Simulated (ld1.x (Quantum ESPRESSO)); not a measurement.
## Which change was made? (Pm, PAW)

Pm (Z = 61), PAW, made with ld1.x (Quantum ESPRESSO) 7.5 (PBEsol, scalar-relativistic). Core [Kr] 4d10, reference 4f5 5s2 5p6 5d0 6s1.5 6p0.5. Waves: 5s (bound): rcut 1.85, rcutus 1.90 bohr; 6s (bound): rcut 1.85, rcutus 1.90 bohr; 5p (bound): rcut 2.20, rcutus 2.55 bohr; 6p (bound): rcut 2.20, rcutus 2.55 bohr; 5d (bound, empty): rcut 2.85, rcutus 3.30 bohr; 5d channel at 2.6 Ry: rcut 2.85, rcutus 3.30 bohr; 4f (bound): rcut 0.90, rcutus 0.95 bohr; 4f channel at 3.8 Ry: rcut 0.90, rcutus 0.95 bohr. Local part: all-electron potential smoothed inside 1.75 bohr (lloc = -2). Core correction: a·sin(br)/r model core, default radius (core density twice the valence density). Augmentation charge: PSQ, inside the norm-conserving radii.

Cutoffs, loose and tight: the cutoffs (Ry, on a coarse ladder) from which the occupation-weighted sum of valence levels, in a spherical-Bessel basis at the reference potential, stays within 10 and 1 mRy of its value at 400 Ry. They do not see the model core or the augmentation charge, which bear on the density cutoff. Test errors are all-electron minus pseudo excitation energies from the reference, over the configurations 4f5 5s2 5p6 5d0 6s2 6p0; 4f5 5s2 5p6 5d0 6s1 6p0; 4f5 5s2 5p6 5d0 6s0 6p0; 4f5 5s2 5p6 5d0 6s1 6p1; 4f5 5s2 5p6 5d0 6s1.5 6p0; 4f5 5s2 5p6 5d1 6s0 6p0; 4f4 5s2 5p6 5d0 6s2 6p0; variants that change the core or the reference have their own tests.

The base gives: outcome: generated; cutoff, loose: 200 Ry; cutoff, tight: over 300 Ry; bound ghosts: none; largest test error (meV): +47.

Task: After one change the result is: outcome: generated; cutoff, loose: 200 Ry; cutoff, tight: over 300 Ry; bound ghosts: none; largest test error (meV): +17. Which change was it?
A. local potential all-electron potential smoothed inside 3.62 bohr (lloc = -2)
B. waves 5p (bound): rcut 2.20, rcutus 2.46 bohr; 6p (bound): rcut 2.20, rcutus 2.46 bohr
C. local potential all-electron potential smoothed inside 0.95 bohr (lloc = -1)

Result: B. The others give: local potential all-electron potential smoothed inside 3.62 bohr (lloc = -2) → outcome: generated; cutoff, loose: 200 Ry; cutoff, tight: over 300 Ry; bound ghosts: none; largest test error (meV): -15 | local potential all-electron potential smoothed inside 0.95 bohr (lloc = -1) → outcome: generated, overlap not positive; bound ghosts: not determined (overlap not positive); largest test error (meV): +302. A file whose overlap is not positive is unfit for use, and its test errors describe a broken file.
